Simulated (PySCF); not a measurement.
# How methods differ on the excitation energy of In

In [Kr] 4d10 5s2 5p1 (2P) → In [Kr] 4d10 5s2 5d1 (2D), as a difference of total energies. All numbers are calculated (PySCF 2.14, the spin-free X2C one-electron Hamiltonian (Gaussian nucleus), in aug-cc-pwCVTZ-DK3 with one added diffuse shell each of s, p, d, f type (11s10p8d5f1g, 125 functions)). Correlated levels: valence: [Kr] 4d10 frozen; valence and next inner shell: [Ar] 3d10 frozen. The calculations carry no spin-orbit coupling.

| method | excitation energy (eV) |
| --- | --- |
| UHF | 3.686 |
| LDA | 3.778 |
| PBE | 3.581 |
| PBE0 | 3.709 |
| r2SCAN | 3.890 |
| r2SCANh | 3.917 |
| M06 | 3.554 |
| revPBE | 3.505 |
| MP2 (valence) | 3.790 |
| SCS-MP2 (valence) | 3.787 |
| MP2 (valence and next inner shell) | 3.836 |
| SCS-MP2 (valence and next inner shell) | 3.796 |

Problem. How much does correlation contribute at MP2 (valence and next inner shell)?

Solution. 3.836 − (3.686) = 0.150 eV, measured against UHF.

Errors of the correlated levels include the incompleteness of this basis and the frozen core.

For comparison: 3.897 eV (measured; NIST levels, between the centres of gravity of the two terms).
